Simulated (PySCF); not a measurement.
Species: C₃H₅O₂S₂ (charge -1).
SMILES: `CC(=S)C[S@](=O)[O-]`

Method used: TDDFT PBE0/def2-SVPD, vertical, gas phase, core orbitals frozen in the response (PySCF). One conformer (not necessarily the lowest) at the GFN2-xTB geometry, without solvent, vibrations or thermal averaging. Torsions of this conformer, `[CH3:1][C:2](=[S:3])[CH2:4][S@:5](=[O:6])[O-:7]`: C1–C2–C4–S5 -78°, C2–C4–S5–O6 170°.

Computed states:

```json
{"state": "S1", "E (eV)": "2.74", "f": "0.0048"}
{"state": "S2", "E (eV)": "3.46", "f": "0.282"}
{"state": "S3", "E (eV)": "4.71", "f": "0.0027"}
{"state": "S4", "E (eV)": "4.76", "f": "0.110"}
{"state": "S5", "E (eV)": "4.94", "f": "0.067"}
{"state": "S6", "E (eV)": "5.11", "f": "0.043"}
{"state": "S7", "E (eV)": "5.21", "f": "0.032"}
{"state": "S8", "E (eV)": "5.29", "f": "0.0081"}
```

Each state is given a Gaussian of 0.25 eV full width at half maximum, with ε(max) = 2.175×10⁸ f / Δν̃ (Δν̃ the width in cm⁻¹). The width is an assumption, not a result. The curve ends short of the highest state used, and states not computed would add to its high-energy end.

Question: Give the broadened spectrum and its maxima.

Answer: 
E (eV), ε (L mol⁻¹ cm⁻¹) and a bar:
```
     2.36          1 
     2.45         12 
     2.53         73 
     2.61        245 
     2.69        463 
     2.77        496 #
     2.85        301 
     2.93        104 
     3.01         24 
     3.09         73 
     3.17        736 #
     3.25       4325 ####
     3.33      14414 ###############
     3.41      27226 ############################
     3.49      29146 ##############################
     3.57      17683 ##################
     3.65       6081 ######
     3.73       1185 #
     3.81        131 
     3.89          8 
     3.97          0 
     4.05          0 
     4.13          0 
     4.21          0 
     4.29          1 
     4.37         14 
     4.45        163 
     4.53       1109 #
     4.61       4362 ####
     4.69      10017 ##########
```

Maxima: 453 nm (2.74 eV), ε about 520, made up of S1 (100%); 358 nm (3.46 eV), ε about 30000, made up of S2 (100%) (ε in L mol⁻¹ cm⁻¹; maxima over ε = 5, shares over 10%). At its high-energy end, 4.69 eV, the curve is still rising (ε about 10000, from S4).

Question: Coming from long wavelengths, where does ε first pass 100 L mol⁻¹ cm⁻¹?

Answer: At about 487 nm (2.55 eV), 0.19 eV below S1.

Question: What would ε be at 3.46 eV, the highest of these maxima, with half the width (0.125 eV)?

Answer: About 60700 L mol⁻¹ cm⁻¹ against 30400, a factor of about 2.00; a lone state at its own centre would give exactly 2.

Question: Does any computed singlet lie in the visible range?

Answer: S1 lies in the visible range (380 to 750 nm), at 453 nm, f = 0.0048; light of that wavelength is blue, and its complementary colour is yellow; a Tamm–Dancoff triplet lies at 593 nm, without intensity as long as spin–orbit coupling is left out.

No detachment energy is given for this anion; states above it aren't bound, and a finite basis only mimics them.

The run took 52 s on one thread of an Arm Neoverse N1, shared host with 64 logical CPUs at a one-minute load of 55, and the process peaked at 0.74 GiB of memory.
